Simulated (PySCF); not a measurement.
VOBr, SMILES [O]=[V][Br] (connectivity only; charge and spin as stated), neutral, multiplicity 3. Geometry optimised at PBE-D3(BJ)/def2-TZVP. The spin state was assumed, not searched.

These are PBE-D3(BJ)/def2-TZVP (PySCF 2.14.0) values and carry that method's errors.

Harmonic wavenumbers (cm⁻¹): 119, 318, 1038. Rotational constants (GHz): 31.06, 1.953, 1.837; symmetry number 1.

Work out the zero-point energy and the ideal-gas rigid-rotor harmonic-oscillator thermochemistry at 298.15 K and 1 atm.

ZPE = ½ Σ hcν = ½ × 1474 cm⁻¹ = 8.82 kJ/mol. H − E(el) = 21.70 kJ/mol. Entropy in J/(mol K): translation 170.97, rotation 106.57, vibration 18.91, spin 9.13, total 305.58. G − E(el) = -69.41 kJ/mol. Cp = 49.62 J/(mol K). Modes under 150 cm⁻¹ make the vibrational entropy uncertain.
